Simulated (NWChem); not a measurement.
System: AlNH4; SMILES [AlH2][NH2]

Computed with NWChem. The geometry was optimised at B3LYP/6-31G* (spherical d). Gas phase, vertical.

PBE/def2-SVPD, TDA puts singlet state 1 at 5.62 eV with oscillator strength 0.109.

Task: Give the wavelength, the transition dipole and the radiative lifetime of that state in vacuum.

Result: 
1. λ = 1239.84/5.62 = 221 nm, or 45330 cm⁻¹.
2. f = (2/3) ΔE μ² in atomic units, so μ = √(1.5 f/ΔE) = 0.89 a.u. = 2.26 D.
3. τ = 1.499 s cm⁻² / (f ν²) = 6.7 ns, for a non-degenerate state that emits at the vertical energy.
